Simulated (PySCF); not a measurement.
System: C2H6BO, charge 0, multiplicity 2. It need not be the lowest isomer of its formula. SMILES: C([B]O)C
Geometry from a B3LYP-D3(BJ)/def2-TZVP (Ansatz) optimisation:
```
C
H 1 1.0988
H 1 1.0988 2 105.04
C 1 1.5307 2 110.42 3 119.05
H 4 1.0914 1 111.10 2 -178.21
H 4 1.0914 5 107.26 1 121.59
H 4 1.0917 5 107.86 6 115.95
B 1 1.5635 2 106.70 3 -113.03
O 8 1.3448 1 122.83 2 55.94
H 9 0.9623 8 114.81 1 -180.00
```
Charge 0, spin multiplicity 2.

Dispersion corrections to the total energy (kcal/mol) from the dftd3 and dftd4 libraries through PySCF: D3(BJ) without and D4 with the three-body term, each with the damping fitted for the functional named.

```csv
functional,D3(BJ),D4
CAM-B3LYP,-2.62,-2.70
TPSSh,-4.05,…
BHLYP,-4.66,-3.60
revPBE,-9.52,-11.64
B2GP-PLYP,-2.00,-1.35
TPSS,-4.47,…
B3LYP,-6.13,…
```

**Question.** Fill in the missing entries.

**Answer.** 
- TPSSh, D4: -4.01
- TPSS, D4: -4.43
- B3LYP, D4: -5.23
